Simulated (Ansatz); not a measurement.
**Four-centre ligand exchange**

Start structure (Si₃NH₇F₄, closed shell), relaxed at PBE0-D4/def2-TZVP:

| atom | x (Å) | y (Å) | z (Å) |
| --- | --- | --- | --- |
| Si1 | -1.7307 | 0.9836 | -1.4019 |
| F2 | -1.7506 | 1.9125 | -0.1438 |
| F3 | -1.9651 | -0.5086 | -1.0054 |
| F4 | -2.8977 | 1.4255 | -2.3464 |
| F5 | -0.3857 | 1.1485 | -2.1806 |
| H6 | 0.7102 | 1.1440 | 0.9119 |
| N7 | 0.6590 | 0.1671 | 0.6556 |
| Si8 | 1.9296 | -0.3675 | -0.4006 |
| Si9 | -0.1822 | -0.8525 | 1.7783 |
| H10 | 1.3838 | -1.3641 | -1.3556 |
| H11 | 3.0554 | -1.0126 | 0.3326 |
| H12 | 2.4535 | 0.8170 | -1.1250 |
| H13 | -0.1903 | -2.2142 | 1.1876 |
| H14 | -1.5701 | -0.3655 | 1.9826 |
| H15 | 0.4807 | -0.9132 | 3.1108 |

The step: SiF₄ ([F][Si]([F])([F])[F]) + Si₂NH₇ ([SiH3][NH][SiH3]) → Si₃NH₆F₃ ([F][Si]([F])([F])[N]([SiH3])[SiH3]) + HF; bonds formed: Si1–N7, F2–H6; bonds broken: Si1–F2, H6–N7. Program: Ansatz 0.2.0. Basis: def2-TZVPP and def2-QZVPP. Cores are frozen in the correlated methods. Extrapolation: Hartree–Fock as exp(−7.88 √X), correlation as X^−2.97. Energies below are by CCSD(T) at an estimated basis limit (MP2 extrapolated from triple and quadruple zeta, plus CCSD(T) − MP2 in triple zeta).

What are the electronic barrier and the energy of the step, from the start structure to the end structure? (Judge from chemistry; the value comes from the calculation.)

The calculation gives: Barrier 1.530 eV; step energy 0.649 eV (uphill); reverse barrier, their difference, 0.881 eV. Barrier and step energy count from the start structure, the reverse barrier from the end structure.

The saddle point: One imaginary mode of 784i cm⁻¹.
```csv
pair,start (Å),saddle (Å),end (Å)
Si1–N7,3.26,1.80,1.70
F2–H6,2.79,1.15,0.94
Si1–F2,1.56,2.01,3.63
H6–N7,1.01,1.28,1.90
```

Zero-point energy (harmonic, PBE0-D4): ZPE is 2.175 eV at the start and 2.094 eV at the saddle, so the barrier goes from 1.530 to 1.449 eV.

No T1 diagnostic of these runs exceeds 0.013.

The step is the kind of exchange with an N–H group that builds nitride films in atomic layer and chemical vapour deposition. Here a small cluster stands in for the surface site.

Labels in which every atom is bracketed show which atoms are joined, not bond orders.

For scale, one of the runs: CCSD(T)/def2-TZVPP, 379 basis functions, launched by `ansatz run in.yaml --threads 2 --pin off --events-out ev --progress --plain --max-ram 20480MiB --backend cuda --devices 0, --max-vram 18GiB`. Hardware: 2 CPU threads of an AMD EPYC 7R13 and a share of one NVIDIA H100, shared host. Wall time 22 s; peak host memory 0.88 GiB.
